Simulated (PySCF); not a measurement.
H7BOSi2, SMILES B[SiH2][SiH2]O, GFN2-xTB optimised geometry. Atoms within 1.6 Å of the plane z = 1.2 Å (x, y, z in Å): B1 (1.75, -1.47, 0.66), Si2 (1.09, 0.22, 0.00), Si3 (-1.24, 0.22, 0.00), O4 (-1.83, 1.74, 0.00), H5 (1.88, -2.40, -0.04), H6 (1.96, -1.65, 1.80), H7 (1.54, 1.42, 0.74), H9 (-1.88, -0.29, 1.21).

Computed with PySCF with B3LYP/def2-TZVP.

Map of the electron localisation function on the plane z = 1.2 Å:

```
|                             |
|                             |
|                             |
|                             |
|                             |
|      .::::.     -+*+:       |
|     .-====:    -%@@@%=      |
|     :=+**+-    #@@@@@%-     |
|     :-+**+-   .%@@@@@@*     |
|     .:-==-.   :%@@@@@@#.    |
|        ...    :#@@@@@@+.    |
|             ..:+@@@@@*:     |
|      .-++=:.:-:-*%%#+:      |
|    .*@@@@@+--=-::---:.      |
|   .*@@@@@@%--=-::---:.      |
|   :%@@@@@@%-:-:-=**+-.      |
|   :%@@@@@@%:..:-+***=:.     |
|   .*@@@@@@*.  .-=**#*+:     |
|    -%@@@@%-    .-+*%@#=.    |
|     -#%%#=      :*#@@%*:    |
|      .:-:       :*%@@#+.    |
|                 .=*##+-.    |
|                 .:===-.     |
|                  .:::.      |
|                   ...       |
|                             |
|                             |
|                             |
|                             |
```
Scale: ten equal steps from 0.000 (start of ' ') to 1.00 (end of '@'), in the order ' .:-=+*#%@'; x runs from -4.50 to 4.50, y from -4.50 (bottom) to 4.50 (top).
